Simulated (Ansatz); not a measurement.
The cluster Cs4Cl4, relaxed as a singlet with RKS PBE0-D4/def2-SVP in Ansatz, starting from the GFN1-xTB geometry. Force threshold 0.02 eV/Å.

In the def2 sets Cs takes a core potential; there is no spin–orbit coupling. The structure comes from a short search, and lower isomers may exist.

Start:

```xyz
8

Cs   -1.622   -0.249   -1.604
Cs   -2.657    1.246    2.332
Cs    0.692   -1.444    1.687
Cs    2.470    0.844   -1.443
Cl    3.408   -1.111    0.641
Cl    0.356    0.637   -3.577
Cl   -2.481   -1.520    1.213
Cl   -0.166    1.596    0.752
```

**Question.** Estimate the energy that the relaxation releases and the steps that it takes.

**Answer.** 166.7 kJ/mol, in 23 steps; 3.4 min on 4 threads of Arm Neoverse N1 on a shared host. No frequencies were taken in this run, so the end may be a saddle point.

**Question.** Does the start keep its bonding?

**Answer.** Bonds lost: Cs1–Cl8 (atoms count from 1). Bonds formed: Cs1–Cl5, Cs2–Cl6 (atoms count from 1). Metal–metal contacts that move far: Cs2–Cs4 6.38 to 4.76 Å. The end is the same structure that another start reached, the lowest one found.

**Question.** Predict the relaxed structure.

**Answer.** 
```xyz
8

Cs   -0.742   -2.054   -1.922
Cs   -2.270    1.770    0.462
Cs    0.773   -1.265    2.513
Cs    2.238    1.549   -1.049
Cl    2.168   -1.681   -0.437
Cl   -0.742    1.200   -2.397
Cl   -2.137   -1.472    0.996
Cl    0.712    1.952    1.835
```
Bond lengths (bridged metal pairs left out): 12 × Cl–Cs 3.29 Å.
